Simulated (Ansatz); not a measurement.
Stepwise reaction of `[SiH3][O][AlH][O][SiH3]` with hydrogen fluoride, as a gas-phase model of exchange steps in deposition or etching. ΔE in kJ/mol.

Gas-phase electronic energies from Ansatz, PBE0-D4/def2-TZVP geometries. CCSD(T)/CBS is the MP2 limit (def2-TZVPP, def2-QZVPP) plus CCSD(T) − MP2 in def2-TZVPP, frozen cores. This one scheme is used for every species. Functionals use def2-TZVPP. B3LYP here is the variant with VWN-RPA as its local correlation; programs differ in this. One conformer a species, not always the lowest.

```tsv
step	reaction	PBE-D4	B3LYP-D4	ωB97M-V	CCSD(T)/CBS
1	`[SiH3][O][AlH][O][SiH3]` + H–F → `[F][AlH][O][SiH3]` + `O[SiH3]`	-26.7	-23.3	-26.2	-22.2
```

(1) Give the row of step 2, `[F][AlH][O][SiH3]` + H–F → `[F][AlH][F]` + `O[SiH3]`. (Best estimate.)

(2) By hand: ΔE of the 2 steps together at CCSD(T)/CBS.

Results:

(1) The calculation gave: 
```tsv
step	reaction	PBE-D4	B3LYP-D4	ωB97M-V	CCSD(T)/CBS
2	`[F][AlH][O][SiH3]` + H–F → `[F][AlH][F]` + `O[SiH3]`	-25.8	-22.0	-23.9	-20.6
```

(2) (-22.2) + (-20.6) = -42.8 kJ/mol, or -21.4 kJ/mol a step.

In ΔE the steps differ by no more than 1.6 kJ/mol. All are downhill at CCSD(T)/CBS. PBE-D4 differs from CCSD(T)/CBS by -5.2 to -4.5 kJ/mol a step. Isolated molecules leave out the surface, adducts and barriers. Largest T1 diagnostic: 0.013.
